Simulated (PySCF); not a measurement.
# Pb(IV) with more and more H

Computed with PySCF 2.14.0, PBE0, def2-SVP on the ligands, density fitting, scalar-relativistic core potentials, no spin-orbit coupling, vacuum. The metal has def2-SVP with ECP60. Each complex is relaxed within the symmetry of its template. Distances are means of the shortest metal–ligand contacts, charges and spins Mulliken's; removal energies are rigid, with the ligand's formal charge and no counterpoise, so too large; for an anion taken off a cation in vacuum most of it is the attraction of opposite charges, and multiply charged cations can part far more cheaply with an electron moved from ligand to metal.

```json
{"complex": "[PbH2]2+", "point group": "D∞h", "M–H (Å)": "1.741", "charge on M (e)": "1.48", "HOMO–LUMO gap (eV)": "8.09", "removal of one H (eV)": "29.59", "strongest infrared band, degenerate modes summed (cm⁻¹)": "1901", "unstable modes (below −25 cm⁻¹)": "0"}
{"complex": "PbH4", "point group": "Td", "M–H (Å)": "1.757", "charge on M (e)": "0.22", "HOMO–LUMO gap (eV)": "8.78", "removal of one H (eV)": "11.79", "strongest infrared band, degenerate modes summed (cm⁻¹)": "1873", "unstable modes (below −25 cm⁻¹)": "0"}
```

What does the calculation give for [PbH3]+?

point group: D3h, M–H (Å): 1.741, charge on M (e): 0.74, HOMO–LUMO gap (eV): 6.58, removal of one H (eV): 19.23, unstable modes (below −25 cm⁻¹): not given.
```xyz
4

Pb    0.0000    0.0000    0.0000
H     1.7409    0.0000    0.0000
H    -0.8704    1.5077    0.0000
H    -0.8705   -1.5077    0.0000
```

The more ligands, the longer each bond and the weaker the last ligand is held.

One start shape was tried for each, so a minimum needn't be the lowest isomer.
